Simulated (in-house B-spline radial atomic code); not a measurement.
# Binding energies in the dysprosium ion Dy²¹⁺

NIST's tabulated ground configuration is [Kr] 4d9; each binding energy is the energy of the ion with one electron taken from that subshell, relaxed, less that of the parent. Method: Dirac-Hartree-Fock, average of configuration, Fermi nucleus of rms radius 5.2218 fm. Calculated with a B-spline radial code for spherical atoms. Energies include first-order Breit, QED and recoil terms.

```csv
subshell,X-ray name,binding energy (eV),-ε (eV),relaxation (eV)
1s,K,54393.8,54697.0,64.2
2s,L1,9665.4,9723.8,30.3
2p1/2,L2,9192.6,9254.6,34.5
2p3/2,L3,8402.2,8452.9,32.2
3s,M1,2663.5,2678.9,9.9
3p1/2,M2,2458.9,2474.6,10.7
3p3/2,M3,2291.2,2304.1,9.8
4s,N1,982.2,985.3,1.7
4p1/2,N2,896.9,899.9,1.8
4p3/2,N3,853.8,856.1,1.6
4d,"N4,5",707.3,709.1,1.6
```

Relaxation = -ε minus the binding energy without Breit, QED and recoil terms.

Emission lines follow as differences of binding energies, with λ = 12398.42 eV·Å / E:

```json
{"line": "K-L3", "holes": "1s → 2p3/2", "energy (eV)": "45991.6", "wavelength (Å)": "0.26958"}
{"line": "K-L2", "holes": "1s → 2p1/2", "energy (eV)": "45201.2", "wavelength (Å)": "0.27429"}
{"line": "K-M3", "holes": "1s → 3p3/2", "energy (eV)": "52102.6", "wavelength (Å)": "0.23796"}
{"line": "L1-M3", "holes": "2s → 3p3/2", "energy (eV)": "7374.2", "wavelength (Å)": "1.6813"}
{"line": "L3-M1", "holes": "2p3/2 → 3s", "energy (eV)": "5738.7", "wavelength (Å)": "2.1605"}
```

Question: What screening constant σ does Moseley's law, E = (3/4)·13.6057 eV·(Z - σ)², need for K-L3?

Answer: σ = -1.13.

Moseley's non-relativistic formula needs a falling, then negative, screening constant for heavy elements, because relativity binds the 1s electron more strongly than the formula allows.

Question: What does it cost to remove two 3p3/2 electrons?

Answer: 4663.6 eV, which is 81.32 eV more than the two single binding energies together.

Question: What does it cost to remove both a 2s and a 4d electron?

Answer: 10426 eV, which is 53.64 eV more than the two single binding energies together.

Question: What does it cost to remove both a 2s and a 3p3/2 electron?

Answer: 12060 eV, which is 103.3 eV more than the two single binding energies together.
